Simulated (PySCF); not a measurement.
A species of formula C6H10O has this rotational fingerprint, computed with CAM-B3LYP/def2-SVPD in PySCF (dipole) on a GFN2-xTB geometry, gas phase:

| Item | Value |
| --- | --- |
| Rotational constants | A = 5049, B = 1669, C = 1286 MHz |
| Dipole components | \|μa\| = 1.79 D, \|μb\| = 2.53 D, \|μc\| = 0.11 D |
| Inertial defect | -9.87 u·Å² |
| κ | -0.80 |

Question: Which candidate fits, each taken in the one conformer that was computed?
A. `[CH2:1]1[CH2:2][CH2:3][C@H:4]2[O:5][C@H:6]2[CH2:7]1` with C7–C1–C2–C3 -68°, C1–C2–C3–C4 49°, C2–C3–C4–O5 -84°, C3–C4–O5–C6 112°
B. `[CH3:1][C:2](=[O:3])[CH:4]=[C:5]([CH3:6])[CH3:7]` with C1–C2–C4–C5 -173°
C. `[CH2:1]=[CH:2]/[CH:3]=[CH:4]\[CH2:5][O:6][CH3:7]` with C1–C2–C3–C4 -179°, C3–C4–C5–O6 -179°, C4–C5–O6–C7 -179°

Answer: B. It is CC(=O)C=C(C)C, an asymmetric top. The candidates at the same level (rigid rotor, commonest isotopes):

```
             SMILES  A (MHz)  B (MHz)  C (MHz)  μa (D)  μb (D)  μc (D)  Δ (u·Å²)  point group                        rotor
        C=C/C=C\COC    10257    980.8    905.5    0.07    1.33    0.03     -6.41            –  near-prolate asymmetric top
      CC(=O)C=C(C)C     5049     1669     1286    1.79    2.53    0.11     -9.87            –               asymmetric top
C1CC[C@H]2O[C@H]2C1     3949     3182     2121    1.30    0.05    1.52    -48.52           C1               asymmetric top
```

`C1CC[C@H]2O[C@H]2C1` has B 91 % too high; `C=C/C=C\COC` has A 103 % too high. No structure here is proved a minimum.
